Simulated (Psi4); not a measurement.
hydrogen bromide (HBr), singlet, at a GFN2-xTB geometry; HF/6-31G* run with Psi4.

Here is a job for Psi4.
```
memory 2 GB

molecule mol {
0 1
Br   -0.000000   -0.000000   -0.038935
H     0.000000    0.000000    1.362726
}

set {
  basis 6-31g*
  reference rhf
}

energy('scf')
print_variables()
```

It wrote (shortened):

```
   => Loading Basis Set <=

    Name: 6-31G*
    Role: ORBITAL
    Keyword: BASIS

         ---------------------------------------------------------
                                   SCF
               by Justin Turney, Rob Parrish, Andy Simmonett
                          and Daniel G. A. Smith
                              RHF Reference
         ---------------------------------------------------------

  ==> Geometry <==

    Molecular point group: c2v
    Full point group: C_inf_v

    Geometry (in Angstrom), charge = 0, multiplicity = 1:

       Center              X                  Y                   Z               Mass
    ------------   -----------------  -----------------  -----------------  -----------------
         BR           0.000000000000     0.000000000000    -0.017674175714    78.918337600000
         H            0.000000000000     0.000000000000     1.383986824286     1.007825032230

  Running in c2v symmetry.

  Rotational constants: A = ************  B =      8.62256  C =      8.62256 [cm^-1]
  Rotational constants: A = ************  B = 258497.95576  C = 258497.95576 [MHz]
  Nuclear repulsion =   13.213753092545200

  Charge       = 0
  Multiplicity = 1
  Electrons    = 36
  Nalpha       = 18
  Nbeta        = 18

  ==> Algorithm <==

  SCF Algorithm Type is DF.
  DIIS enabled.
  MOM disabled.
  Fractional occupation disabled.
  Guess Type is SAD.
  Energy threshold   = 1.00e-06
  Density threshold  = 1.00e-06
  Integral threshold = 1.00e-12

  ==> Primary Basis <==

  Basis Set: 6-31G*
    Blend: 6-31G*
    Number of shells: 14
    Number of basis functions: 37
    Number of Cartesian functions: 37
    Spherical Harmonics?: false
    Max angular momentum: 2

   => Loading Basis Set <=

    Name: (6-31G* AUX)
    Role: JKFIT
    Keyword: DF_BASIS_SCF

  ==> Integral Setup <==

  SCF_SUBTYPE=INCORE selected. In-core MEM_DF algorithm will be used.
  Using in-core AOs.

  ==> MemDFJK: Density-Fitted J/K Matrices <==

    J tasked:                   Yes
    K tasked:                   Yes
    wK tasked:                   No
    Algorithm:                 Core
    Schwarz Cutoff:           1E-12
    Mask sparsity (%):       0.0000
    Fitting Condition:        1E-10

   => Auxiliary Basis Set <=

  Basis Set: (6-31G* AUX)
    Blend: CC-PVDZ-JKFIT
    Number of shells: 56
    Number of basis functions: 234
    Number of Cartesian functions: 234
    Spherical Harmonics?: false
    Max angular momentum: 3

[...]
   @DF-RHF iter   1: -2571.79731185691116   -1.50929e+00   5.50346e-02 DIIS/ADIIS
   @DF-RHF iter   2: -2571.95355845613494   -1.56247e-01   3.20404e-02 DIIS/ADIIS
   @DF-RHF iter   3: -2572.00931002698917   -5.57516e-02   5.37157e-03 DIIS/ADIIS
   @DF-RHF iter   4: -2572.01092581083140   -1.61578e-03   2.13549e-04 DIIS/ADIIS
   @DF-RHF iter   5: -2572.01095299502276   -2.71842e-05   5.51402e-05 DIIS
   @DF-RHF iter   6: -2572.01095488613828   -1.89112e-06   8.86891e-06 DIIS
   @DF-RHF iter   7: -2572.01095491604383   -2.99056e-08   1.38675e-06 DIIS
   @DF-RHF iter   8: -2572.01095491696651   -9.22682e-10   1.42048e-07 DIIS
  Energy and wave function converged.

  ==> Post-Iterations <==

    Orbital Energies [Eh]
    ---------------------

    Doubly Occupied:

[...]
    Virtual:

[...]
      20A1    92.221448

    Final Occupation by Irrep:
             A1    A2    B1    B2
    DOCC [     9,    1,    4,    4 ]
    NA   [     9,    1,    4,    4 ]
    NB   [     9,    1,    4,    4 ]

  @DF-RHF Final Energy: -2572.01095491696651

   => Energetics <=

    Nuclear Repulsion Energy =             13.2137530925452005
    One-Electron Energy =               -3607.2076951035091952
    Two-Electron Energy =                1021.9829870939975081
    Total Energy =                      -2572.0109549169665115

Computation Completed

Properties will be evaluated at   0.000000,   0.000000,   0.000000 [a0]

Properties computed using the SCF density matrix

 Multipole Moments:

 ------------------------------------------------------------------------------------
     Multipole            Electronic (a.u.)      Nuclear  (a.u.)        Total (a.u.)
 ------------------------------------------------------------------------------------

 L = 1.  Multiply by 2.5417464519 to convert [e a0] to [Debye]
 Dipole X            :          0.0000000            0.0000000            0.0000000
 Dipole Y            :          0.0000000            0.0000000            0.0000000
 Dipole Z            :         -0.9889699            1.4463788            0.4574088
 Magnitude           :                                                    0.4574088

 ------------------------------------------------------------------------------------

  Variable Map:
  ----------------------------------------------------------------------------
[...]
  Array Variable Map:
  ----------------------------------------------------------------------------
[...]
[...]
```
